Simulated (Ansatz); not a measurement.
An input meant for the cluster Pt4 (charge 0, singlet).

```yaml
crystal:
  periodic: [false, false, false]
  atoms:
    - {symbol: Pt, position_ang: [0.638605, 0.038380, -1.593839]}
    - {symbol: Pt, position_ang: [1.453028, 0.639988, 0.655002]}
    - {symbol: Pt, position_ang: [-1.611936, -0.059915, -0.589894]}
    - {symbol: Pt, position_ang: [-0.479697, -0.618452, 1.528730]}
basis:
  gaussian: {orbitals: def2-TZVPD}
total_charge: -3
magnetization: {spin_polarized: true, initial_magnetization: 1}
hamiltonian: {xc: {name: LC-wPBE}}
scf: {omitted_lower_state_checks: [starts]}
output: {forces: true}
```

```sh
$ ansatz run in.yaml --threads 4 --pin off --events-out ev --progress --plain --max-ram 3916MiB
```

Shortened log:

```
Functional definition: LC-wPBE
1508 factors; their error is unknown
465 factors; integrals over basis functions are off by at most 6.1e-5 eV
mean field evaluation 1: about -12460.8005 eV, gradient 2.5e2 eV
mean field evaluation 2: about -12654.1137 eV, gradient 2.9e2 eV
mean field evaluation 4: about -12972.9576 eV, gradient 3.7e1 eV
mean field evaluation 8: about -12981.3224 eV, gradient 7.6e0 eV
mean field evaluation 16: about -12981.9759 eV, gradient 4.0e-1 eV
mean field evaluation 32: about -12983.6817 eV, gradient 1.6e-1 eV
mean field -12983.71344624 eV, -477.1426684723 hartree, gradient 8.0e-6 eV, S^2 2.155223; 0 other end points of the search recorded, 0 dependent functions left out
reference -12983.71344624 eV, -477.1426684724 hartree; 38, 37 occupied and 134, 135 virtual orbitals, 1508 factors
WARN: the results are in doubt because the forces break the atoms' symmetry
Total energy: -12983.71344624 eV, -477.1426684724 hartree
Atom 0 at     0.638605     0.038380    -1.593839 Å, force     0.196964     0.123255    -0.554227 eV/Å
Atom 1 at     1.453028     0.639988     0.655002 Å, force     0.444179     0.057161     0.254762 eV/Å
Atom 2 at    -1.611936    -0.059915    -0.589894 Å, force    -0.477190    -0.153240    -0.119470 eV/Å
Atom 3 at    -0.479697    -0.618452     1.528730 Å, force    -0.163953    -0.027176     0.418935 eV/Å
Dipole moment:    -0.632454     0.074353     1.515314 e Å
In doubt: the forces break the atoms' symmetry
Checks for a lower state left out: starts
```

(1) Something in this input is off. What?

Answers

(1) The charge is far from what the species holds (-3 typed, 0 meant). Self-consistency was reached. The result belongs to that input, not to the species as meant. The program marks the result for the charge -3 doublet as doubtful (asymmetric forces). The charge -3 doublet is spin-contaminated (final ⟨S²⟩ up to 2.16, 0.75 for a pure state).
